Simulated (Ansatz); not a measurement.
`[SiH3]N([SiH3])[Si]Cl` + H–F → `F[Si]Cl` + `[SiH3]N[SiH3]` at 400 K and 1 bar (ligand exchange at the Si–N bond).

Gas-phase electronic energies from Ansatz, PBE0-D4/def2-TZVP geometries. CCSD(T)/CBS adds triple-zeta CCSD(T) − MP2 to the extrapolated MP2 energy (def2 sets, frozen cores). This one scheme is used for every species. Each species was taken in one conformer, which may not be the lowest.

```csv
species,CCSD(T)/CBS energy (Eh),H − E (kJ/mol),S (J/(mol·K))
`[SiH3]N([SiH3])[Si]Cl`,-1385.41346,194.2,422.3
H–F,-100.39570,36.5,182.2
`F[Si]Cl`,-848.72390,26.7,290.0
`[SiH3]N[SiH3]`,-637.10515,203.4,366.7
```

H − E and S are ideal-gas, rigid-rotor, harmonic terms from PBE0-D4/def2-TZVP, for one conformer and one mirror image of each species. 1 Eh = 2625.50 kJ/mol, R = 8.31446 J/(mol·K).

Question: By hand: ΔE, ΔH, ΔS and ΔG.

Answer: ΔE = (-848.72390) + (-637.10515) − (-1385.41346) − (-100.39570) = -0.01989 Eh = -52.2 kJ/mol. Δ(H − E) = 26.7 + 203.4 − 194.2 − 36.5 = -0.6, so ΔH = -52.8 kJ/mol. ΔS = 290.0 + 366.7 − 422.3 − 182.2 = 52.2 J/(mol·K). ΔG = -52.8 − 400 × (52.2)/1000 = -73.7 kJ/mol.

Question: By hand: the equilibrium constant, and the temperature at which ΔG would vanish if ΔH and ΔS stayed fixed.

Answer: log₁₀ K = −ΔG/(RT ln 10) = 9.6. ΔH and −TΔS have one sign here, so there is no such temperature.

TΔS isn't small against ΔH here. A doubt of 5 kJ/mol in ΔE shifts log₁₀ K by 0.7 here. Other conformers and mirror images would add mixing entropy, several J/(mol·K) or more a flexible species. Modes under 60 cm⁻¹, often nearly free rotors, make the harmonic entropy too high. These are equilibria of isolated gas molecules and say nothing of rates. Largest T1 diagnostic: 0.014 (customary marks: 0.02 for closed shells, 0.045 for open ones).
